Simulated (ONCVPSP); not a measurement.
## holmium (Ho): ONCV pseudisation with PBE, non-relativistic reference atom.

- Element: Ho
- Generator: ONCVPSP 4.0.1
- Type: optimised norm-conserving Vanderbilt (ONCV)
- Functional: PBE
- Relativity: non-relativistic
- Frozen core: [Kr] 4d10
- Valence charge: 21
- Reference configuration: 4f11 5s2 5p6 6s2
- Partial waves: 5s+6s: rc 2.45 bohr, ncon 5, nbas 10, qcut 5.8 1/bohr, 2 projectors; 5p: rc 1.45 bohr, ncon 3, nbas 7, qcut 4.5 1/bohr, 2 projectors, debl 2.3 Ha; d scattering state at 0.25 Ha: rc 2.25 bohr, ncon 4, nbas 7, qcut 3.6 1/bohr, 3 projectors, debl 2.9 Ha; 4f: rc 0.95 bohr, ncon 3, nbas 8, qcut 20.8 1/bohr, 2 projectors, debl 0.6 Ha
- Local potential: polynomial inside 0.70 bohr (lpopt 5, dvloc0 3 Ha)
- Core correction: Teter function, fcfact 1.5, rcfact 1.25

In the d channel the program set the typed energies aside and used 0.050, 2.950, 5.850 Ha.

* Cutoffs needed: 163 Ha and 181 Ha (the cutoffs (Ha) at which the residual kinetic energy of the hardest occupied pseudo-wave falls to 1 and 0.1 mHa per electron)
* Ghost test: ghosts flagged at negative energy: s at -557.4 eV, p at -125.2 eV; GHOST(+) flagged for s at 107.9 eV, d at 366.1 eV; a true bound ghost makes a file unfit for plane-wave use
* Configuration tests: tests left out (the all-electron energies of this program are off by 10 to 40 meV for near-neutral 4f atoms)
* rms error of d²Exc/dni dnj: 6.08 mHa without and 4.88 mHa with the model core
